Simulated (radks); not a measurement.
The numbers below are computed, except where a source is named.
Q: Species: the copper ion Cu4+. Configuration: [Ne] 3s1 3p6 3d7 4s1 (not the ground configuration). Level of theory: Dirac Kohn-Sham, PBE, spin-unpolarised, spherical densities, point nucleus; open shells fill j = l - 1/2 first (a radial shooting solver on a logarithmic mesh with Libxc functionals). Some entries of the table are withheld. Estimate them.

orbital  occ.  eigenvalue (eV)  r(max) (bohr)
1s1/2       2              (1)        0.03411
2s1/2       2        -1148.508         0.1966
2p1/2       2        -1016.893            (2)
2p3/2       4        -996.3819            (3)
3s1/2       1        -194.6960         0.6071
3p1/2       2        -153.2025         0.6046
3p3/2       4        -150.3890         0.6120
3d3/2       4              (4)         0.5652
3d5/2       3              (5)         0.5674
4s1/2       1         -51.5163          1.669

A: 
(1) 1s1/2 eigenvalue (eV): -8936.454
(2) 2p1/2 r(max) (bohr): 0.1563
(3) 2p3/2 r(max) (bohr): 0.1590
(4) 3d3/2 eigenvalue (eV): -81.2547
(5) 3d5/2 eigenvalue (eV): -80.8673
